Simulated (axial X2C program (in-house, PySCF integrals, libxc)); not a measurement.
**Which molecule has these constants?**

Calculated with an in-house all-electron X2C program for linear molecules (integrals from PySCF), spin-free (one-electron X2C) or two-component (2c: spin–orbit coupling with atomic mean-field Coulomb and Gaunt terms, which also bring small scalar terms), in Dyall basis sets with cores contracted in-house; open shells are unrestricted.

A two-component PBE0 calculation in a Dyall 3-zeta basis gave Re = 2.132 Å, ωe = 510.7 cm⁻¹, dipole magnitude 4.29 D, Ω = 1.

**Question.** Which molecule is it?
A. TaP
B. VP
C. NbP

**Answer.** C. The others have TaP 2.139 Å and 527.7 cm⁻¹ (Ω = 1); VP 2.153 Å and 384.0 cm⁻¹ (Ω = 1).

Each entry is the lowest single determinant of a limited PBE0 search at one distance. De goes to single-determinant-based atoms at the same level (for ions the charge split of lowest energy) and is withheld (n/a) where an atom does not fit its ground term or J level. Main or longest-lived isotopes. One determinant is a doubtful description, or other states lie close, for NbP, TaP, VP; these need not be ground states, and all values refer to the states named. With several unpaired electrons the Ω given is that of one determinant, not necessarily of the lowest component. The functionals have no current term, which raises determinants with orbital currents.
